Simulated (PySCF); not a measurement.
Isomers of C4H12Si3, mass 144.025 u with the commonest isotopes. Computed with CAM-B3LYP/def2-SVPD in PySCF (dipole) on a GFN2-xTB geometry, gas phase. One conformer each, none proved a minimum here; rigid rotors.

Question: Order these by dipole moment, smallest first.
A. `[CH3:1][C:2]#[C:3][SiH2:4][Si@@H:5]([CH3:6])[SiH3:7]` with C3–Si4–Si5–C6 -63°
B. `[CH:1]#[C:2][SiH2:3][SiH2:4][C@@H:5]([CH3:6])[SiH3:7]` with C2–Si3–Si4–C5 65°, Si3–Si4–C5–C6 -62°
C. `[CH3:1][Si@@H:2]1[CH:3]=[CH:4][SiH2:5][CH2:6][SiH2:7]1` with C1–Si2–C3–C4 -126°, C3–C4–Si5–C6 -24°, C4–Si5–C6–Si7 52°, Si5–C6–Si7–Si2 -51°
D. `[SiH3:1][C:2]#[C:3][SiH2:4][CH2:5][CH2:6][SiH3:7]` with C3–Si4–C5–C6 53°, Si4–C5–C6–Si7 179°
E. `[CH:1]#[C:2][C@@H:3]([CH3:4])[SiH:5]([SiH3:6])[SiH3:7]` with C2–C3–Si5–Si6 -69°

Answer: D (0.06 D), C (0.32 D), E (0.74 D), B (0.97 D), A (1.47 D).

Question: Order these by radius of gyration √(Σ m r²/M), smallest first.
A. `[CH:1]#[C:2][C@@H:3]([CH3:4])[SiH:5]([SiH3:6])[SiH3:7]` with C2–C3–Si5–Si6 -69°
B. `[CH3:1][C:2]#[C:3][SiH2:4][Si@@H:5]([CH3:6])[SiH3:7]` with C3–Si4–Si5–C6 -63°
C. `[CH:1]#[C:2][SiH2:3][SiH2:4][C@@H:5]([CH3:6])[SiH3:7]` with C2–Si3–Si4–C5 65°, Si3–Si4–C5–C6 -62°
D. `[CH3:1][Si@@H:2]1[CH:3]=[CH:4][SiH2:5][CH2:6][SiH2:7]1` with C1–Si2–C3–C4 -126°, C3–C4–Si5–C6 -24°, C4–Si5–C6–Si7 52°, Si5–C6–Si7–Si2 -51°
E. `[SiH3:1][C:2]#[C:3][SiH2:4][CH2:5][CH2:6][SiH3:7]` with C3–Si4–C5–C6 53°, Si4–C5–C6–Si7 179°

Answer: D (2.128 Å), A (2.230 Å), C (2.326 Å), B (2.501 Å), E (2.934 Å).

Question: Order these by rotational constant C, smallest first.
A. `[CH:1]#[C:2][C@@H:3]([CH3:4])[SiH:5]([SiH3:6])[SiH3:7]` with C2–C3–Si5–Si6 -69°
B. `[CH3:1][Si@@H:2]1[CH:3]=[CH:4][SiH2:5][CH2:6][SiH2:7]1` with C1–Si2–C3–C4 -126°, C3–C4–Si5–C6 -24°, C4–Si5–C6–Si7 52°, Si5–C6–Si7–Si2 -51°
C. `[CH3:1][C:2]#[C:3][SiH2:4][Si@@H:5]([CH3:6])[SiH3:7]` with C3–Si4–Si5–C6 -63°
D. `[SiH3:1][C:2]#[C:3][SiH2:4][CH2:5][CH2:6][SiH3:7]` with C3–Si4–C5–C6 53°, Si4–C5–C6–Si7 179°
E. `[CH:1]#[C:2][SiH2:3][SiH2:4][C@@H:5]([CH3:6])[SiH3:7]` with C2–Si3–Si4–C5 65°, Si3–Si4–C5–C6 -62°

Answer: D (413.4 MHz), C (637.6 MHz), E (745.0 MHz), B (817.6 MHz), A (836.1 MHz).

```csv
SMILES,point group,Ia (u·Å²),Ib (u·Å²),Ic (u·Å²),κ,μa (D),μb (D),μc (D)
C[Si@@H]1C=C[SiH2]C[SiH2]1,C1,253.04,432.60,618.15,-0.41,0.24,0.19,0.10
[SiH3]C#C[SiH2]CC[SiH3],C1,262.08,995.29,1222.43,-0.88,0.04,0.03,0.03
C#C[C@@H](C)[SiH]([SiH3])[SiH3],C1,384.93,443.22,604.47,0.28,0.37,0.04,0.64
CC#C[SiH2][Si@@H](C)[SiH3],C1,312.52,696.76,792.61,-0.82,0.81,0.59,1.08
C#C[SiH2][SiH2][C@@H](C)[SiH3],C1,264.15,616.33,678.40,-0.87,0.30,0.66,0.64
```
